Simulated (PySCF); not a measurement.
4-bromothiophenol, C6H5BrS.
Z-matrix (Å and degrees, PBE0-D3(BJ)/def2-SVP geometry), rows numbered from 1:
```
S 
C   1  1.7641
C   2  1.3997  1  123.34
C   3  1.3918  2  120.61  1  -180.00
C   4  1.3932  3  119.78  2     0.02
Br  5  1.8859  4  119.87  3  -179.98
C   5  1.3940  4  120.32  3    -0.01
C   7  1.3905  5  119.67  4     0.01
H   1  1.3484  2   96.67  3    -0.15
H   3  1.0926  2  120.28  1    -0.01
H   4  1.0913  3  120.07  2  -179.99
H   7  1.0913  5  120.14  4  -179.97
H   8  1.0927  2  119.96  1    -0.03
```

Computed with PySCF at B3LYP/def2-SVPD, non-relativistic, on one gas-phase PBE0-D3(BJ)/def2-SVP geometry that isn't relaxed in the solvent. The solvent is an IEF-PCM continuum (cavity from Bondi-type radii × 1.2), and excitations are vertical TDDFT with non-equilibrium linear response and a frozen core. The model holds no explicit solvent molecules, cavitation or dispersion. Spin–orbit coupling is left out although an atom past zinc is present.

| run | E − E(gas) (kJ/mol) | HOMO (eV) | HOMO–LUMO gap (eV) | dipole (D) | lowest singlet (eV) | static polarisability (au) |
| --- | --- | --- | --- | --- | --- | --- |
| gas | 0.00 | -6.28 | 5.22 | 1.31 | 4.47 | 117.4 |
| P | -13.42 | -6.21 | 5.29 | 1.74 | 4.51 | 151.9 |
| Q | -19.31 | -6.21 | 5.31 | 1.94 | 4.53 | 169.2 |

The runs were made in chloroform and dimethylsulfoxide. Which run belongs to which solvent?

P = chloroform, Q = dimethylsulfoxide. The dielectric constants are 4.711 (chloroform), 46.83 (dimethylsulfoxide), and the energy falls further as ε rises. The optical constants n² used for the excitations are 2.09, 2.19 in the same order. In this model the ground state sees the solvent through ε alone.

How constant is the ratio of the lowering to (ε − 1)/(2ε + 1)?

```json
{"solvent": "chloroform", "(ε − 1)/(2ε + 1)": "0.356", "E − E(gas) (kJ/mol)": "-13.42", "ratio (kJ/mol)": "-37.7", "polarisation term (kJ/mol)": "-14.94"}
{"solvent": "dimethylsulfoxide", "(ε − 1)/(2ε + 1)": "0.484", "E − E(gas) (kJ/mol)": "-19.31", "ratio (kJ/mol)": "-39.9", "polarisation term (kJ/mol)": "-22.53"}
```

The ratio changes by +5.8 % in size from chloroform to dimethylsulfoxide. The polarisation term is half the interaction of the solute with the induced surface charges.
